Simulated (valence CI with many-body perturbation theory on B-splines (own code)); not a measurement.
# Basis-set convergence for As XI

Computed by valence CI with perturbative core correlation (CI+MBPT): five valence electrons over a frozen Dirac-Fock core [Ar], a basis of 7 s, 7 p, 8 d, 6 f, 4 g, 1 h functions for each j, with the one-electron correlation potential Σ1, the two-electron term Σ2, the three-electron term Σ3, Breit, model QED; selected CI, second order for the rest, scaled by the run's own slope (own B-spline code, finite nucleus).

No measured levels were compared; by estimate terms of the open shell hold to 2 to 4 % of their energy, and close levels can change places. Among the levels kept, up to 480 cm⁻¹ of a level comes from second order outside the variational space, and about a tenth of that is noise between levels of different J, which matters for small intervals. Only levels of the ground parity were solved; by the run's estimate the other parity begins above the list, which can be wrong where configurations are misplaced.

The reference run has the lowest level 3d5 6S_5/2 and an ionisation energy of 294.982 eV. Its largest variational space holds 20423 state functions.

Names give the largest LS component (configuration and term), which can be under half, so a name can repeat, a term be missing and a line seem to break the LS rules; names also repeat where a configuration has a term twice.

Changed runs:
A. basis 6 s, 6 p, 5 d, 5 f, 1 g
B. basis 5 s, 5 p, 4 d, 4 f

Excitation energies of the reference run in cm⁻¹, and shifts in cm⁻¹:

```tsv
Level	Reference	A	B
3d5 4G_5/2	61966	+362	+1308
3d5 4G_11/2	62207	+352	+1293
3d5 4G_7/2	62419	+358	+1303
3d5 4G_9/2	62598	+351	+1296
3d5 4P_5/2	67673	+535	+1357
3d5 4P_3/2	68870	+536	+1347
3d5 4P_1/2	70193	+599	+1340
3d5 4D_7/2	75478	+444	+1710
3d5 4D_1/2	77232	+505	+1712
3d5 4D_5/2	78054	+467	+1604
3d5 4D_3/2	78180	+462	+1600
3d5 2I_11/2	89793	+506	+1774
Ionisation energy (eV)	294.982	-0.121	-0.139
```
